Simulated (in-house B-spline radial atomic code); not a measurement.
Ionising P IX (P8+) with different functionals

Computed with a radial B-spline atomic code at the basis-set limit: non-relativistic Hamiltonian, point nucleus, spin-polarised at highest spin, spherical fractional occupations for the functionals, the average over the highest-spin determinants for Hartree-Fock. The ionisation energy is the difference of two self-consistent energies, [He] 2s2 2p3 → [He] 2s2 2p2, without Breit or QED terms; ε is the level of the shell that loses the electron (its least bound occupied spin orbital).

Hybrids are left out here: with spherical fractional occupations of an open shell their exact exchange keeps a self-interaction that integer-occupation calculations don't have.

| method | rung | ΔSCF (eV) | -ε(2p) (eV) |
| --- | --- | --- | --- |
| Hartree-Fock | Hartree-Fock | ? | ? |
| LDA VWN5 | LDA | 372.86 | 347.30 |
| LDA PW92 | LDA | 372.84 | 347.29 |
| LDA exchange-only | LDA | 371.05 | 345.56 |
| PBE | GGA | 373.19 | 347.64 |
| PBEsol | GGA | 372.82 | 347.29 |
| BLYP | GGA | 373.33 | 347.68 |
| RPBE | GGA | 373.17 | 347.63 |
| PW91 | GGA | 373.51 | 347.94 |
| BP86 | GGA | 373.24 | 347.67 |
| AM05 | GGA | ? | ? |
| OLYP | GGA | 374.30 | 348.80 |
| TPSS | meta-GGA | 373.78 | 348.33 |
| SCAN | meta-GGA | 375.92 | 350.90 |
| r2SCAN | meta-GGA | 375.69 | 350.69 |
| M06-L | meta-GGA | 375.78 | 350.84 |
| revTPSS | meta-GGA | 373.37 | 347.97 |

**Question.** What does AM05 give?

**Answer.** ΔSCF 372.68 eV, and -ε(2p) = 347.16 eV.

**Question.** What does Hartree-Fock give?

**Answer.** ΔSCF 372.76 eV, and -ε(2p) = 374.28 eV.

**Question.** How do they compare with the NIST value?

**Answer.** NIST lists 372.3 eV ± 0.21 (semi-empirical, ground level to ground level). Errors run from -1.26 to +3.61 eV; AM05 is closest (+0.37 eV), though others lie within the uncertainty of it, and part of that can be cancellation, since the calculations leave out relativity, Breit-QED terms, multiplet and fine-structure energies. Hartree-Fock also lacks correlation.
